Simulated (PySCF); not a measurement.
**C (carbon, neutral) across methods**

[He] 2s2 2p1 3s1, high-spin 3P determinant (an excited configuration). Calculation: PySCF 2.14, in aug-cc-pVTZ with one added diffuse shell each of s, p, d, f type (6s5p4d3f, 62 functions); the non-relativistic Hamiltonian (point nucleus).

```tsv
method	E (hartree)	mean ε 2s β (eV)	mean ε 2p α (eV)	mean ε 3s α (eV)	Σ⟨r²⟩ (bohr²)	⟨S²⟩
r2SCAN	-37.5401	-19.464	-13.242	-2.268	45.14	2.005
wB97M-V	-37.5668	-23.387	-16.472	-3.454	45.87	2.001
TPSSh	-37.5783	-19.957	-13.687	-2.384	44.79	2.003
PBE	-37.5140	-19.174	-12.510	-2.279	44.43	2.002
UHF	-37.42525	-24.266	-19.576	-3.548	48.72	2.007
B3LYP	-37.5762	-20.471	-14.089	-2.522	44.77	2.002
BLYP	-37.5654	-19.080	-12.486	-2.079	44.59	2.002
PBE0	-37.5226	-20.736	-14.356	-2.674	44.98	2.003
```

(1) Estimate the same row for LDA.

The outer electron is Rydberg-like, and this basis confines it to a smaller radius and binds it less than a complete one would.

Results:

(1) E (hartree) = -37.1805; mean ε 2s β (eV) = -19.089; mean ε 2p α (eV) = -12.384; mean ε 3s α (eV) = -2.274; Σ⟨r²⟩ (bohr²) = 44.42; ⟨S²⟩ = 2.001.
